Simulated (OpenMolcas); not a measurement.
# Mn2+: moving the ligands

Mn2+ with 6 ligands (fluoride) in octahedral coordination (Oh) at 2.14 Å. A charge of +0.667 e stands 3.2 Å behind each ligand. Ligand basis ANO-RCC-VDZP.
```
Mn    0.0000    0.0000    0.0000
F     2.1400    0.0000    0.0000
F     0.0000    2.1400    0.0000
F    -2.1400    0.0000    0.0000
F     0.0000   -2.1400    0.0000
F     0.0000    0.0000    2.1400
F     0.0000    0.0000   -2.1400
```

```
Program             : OpenMolcas
Method              : SS-CASPT2, IPEA 0.25 Eh, imaginary shift 0.1 Eh (closed shells correlated: 3s 3p and the ligand valence shells)
Basis               : ANO-RCC-VTZP [6s5p3d2f1g]
Scalar Hamiltonian  : DKH2, point nucleus
Active space        : 5 electrons in 5 orbitals (3d)
State averaging     : 2S+1 = 6 even, 1 root; 2S+1 = 4 even, 24 roots; 2S+1 = 2 even, 75 roots
Spin-orbit coupling : state interaction with AMFI integrals over the reference wave functions
```

Runs around this geometry, states (labels of O, the rotations of Oh). Energies in cm-1 above the lowest state or level, χT in cm3 K/mol.

```csv
R (Å),Ground state,First gap with spin-orbit (degeneracies),χT at 300 K,First state of another spin
2.04,6A1,"21050 (6, 2)",4.386,4T1 21110
2.14,6A1,"23130 (6, 2)",4.386,4T1 23180
2.26,6A1,"24800 (6, 2)",4.386,4T1 24840
```

Roots that are degenerate in the reference are averaged as groups; the widest CASPT2 spread within a group is 260 cm-1 (the 3-fold group of multiplicity 2 near 53000 cm-1 above the lowest state of its run, R = 2.04). Shifts and gaps below about the spread of the groups concerned are not significant. Over all roots computed the reference weight is 0.70 to 0.71 in R = 2.04, 0.70 to 0.71 in R = 2.14, 0.70 to 0.71 in R = 2.26; a low but even weight reflects the number of correlated electrons. Ligand-to-metal charge-transfer states are missing. These CASPT2 states fit no ligand-field parameters well, so their order and spin gaps are uncertain. With no ligand orbital active B as a rule stays too high, so bands that hang on it stand too high and its fall with covalency is understated. With one d shell and no ligand orbital active, 10Dq can be off by tens of per cent for divalent 3d ions, low with halides held by bare charges and at times high in hosts. Free-ion shares, where given, are those of the reference states; single-state CASPT2 does not remix them. No measured value stands beside these numbers; the geometry is a model, was not optimised and need not be the one that this ion takes.
